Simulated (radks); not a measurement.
Results of a calculation; reference values are marked as such.
Question: These are the eigenvalues of the occupied orbitals of an atom or ion with whole-number occupations (eV). Level of theory: scalar-relativistic Kohn-Sham, exchange-only LDA, spin-polarised, spherical densities, point nucleus (a radial shooting solver on a logarithmic mesh with Libxc functionals).

orbital  eigenvalue
1s up     -4439.426
1s down   -4439.009
2s up     -527.1971
2s down   -526.7577
2p up     -442.3918
2p down   -441.8560
3s up     -104.3973
3s down   -102.6634
3p up      -82.4025
3p down    -80.7291

Which element is it, and in what charge state? The configuration may be excited. Open shells, if any, are filled with parallel spins first.

Answer: Z = 21, scandium, charge +4: Sc4+ in [Ne] 3s2 3p5. The list shows which subshells hold electrons but not how many an open one holds; the 1s level, -163.15 hartree, gives Z - s = 18.1 by -(Z - s)^2/2, which with screening and relativity narrows Z to a few neighbours, and the depths of the outer levels then fix element, charge and occupations together.
